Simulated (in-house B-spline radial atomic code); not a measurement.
## RPA and G0W0 on BHandHLYP: the chromium ion Cr⁺

Configuration [Ar] 3d5, highest spin, mean-field start BHandHLYP. Computed with an all-electron radial atomic-structure program (B-spline basis): all electrons, scalar-relativistic (spin-free one-electron X2C), finite nucleus, each spin shell either full or empty, empty states to l = 9 with an (l + 1/2)⁻⁴ tail; G0W0 by contour deformation at full frequency.

Command:
```bash
python run_gw.py task.json out
```
Settings (radii: box in bohr, nucleus in fm):
```
Z                        24
electrons                23
configuration            [Ar] 3d5
hamiltonian              x2c
method                   bhandhlyp
lmax                     9
rms_radius               3.6452
spin_polarised           True
box_radius               23.78
intervals                71
```

Cost of the run: 5.1 s on 1 thread of Arm Neoverse N1, on a shared host.

Energies (hartree):

| term | value |
| --- | --- |
| mean-field total | -1050.52181 |
| Hartree-Fock functional on these orbitals | -1049.44780 |
| direct second order | -1.7054 |
| second-order exchange | 0.56427 |
| SOSEX correction | 0.51278 |

Task: What is the RPA correlation energy, and what remains with SOSEX?

Result: RPA gives -1.4712 hartree (-1.74 eV per electron); RPA + SOSEX gives -0.95843, and the second-order doubles -1.1411 hartree (no singles). RPA lacks exchange-type terms and so overcorrelates at short range.

Quasi-particle levels (eV):

```json
{"level": "3d up", "occupied": "yes", "mean field": "-14.249", "Σx - vxc": "-3.52", "Σc": "?", "QP weight": "?", "G0W0": "?"}
{"level": "3p down", "occupied": "yes", "mean field": "-53.95", "Σx - vxc": "-4.16", "Σc": "2.42", "QP weight": "0.853", "G0W0": "-55.69"}
{"level": "4s up", "occupied": "no", "mean field": "-7.973", "Σx - vxc": "2.14", "Σc": "-1.02", "QP weight": "0.969", "G0W0": "-6.854"}
```

G0W0 = mean field + (Σx - vxc) + Σc, with Σc (partial-wave tail included) taken at the quasi-particle energy. Only the outer levels were computed. Levels of low weight are left out.

Task: Where does G0W0 put 3d up?

Result: At -16.692 eV, with Σc = 1.07 eV and a quasi-particle weight of 0.885. The tabulated removal energy is 16.486 eV (NIST, measured); the calculation leaves out spin-orbit coupling, Breit and QED terms, and what these don't explain is the method's own error.
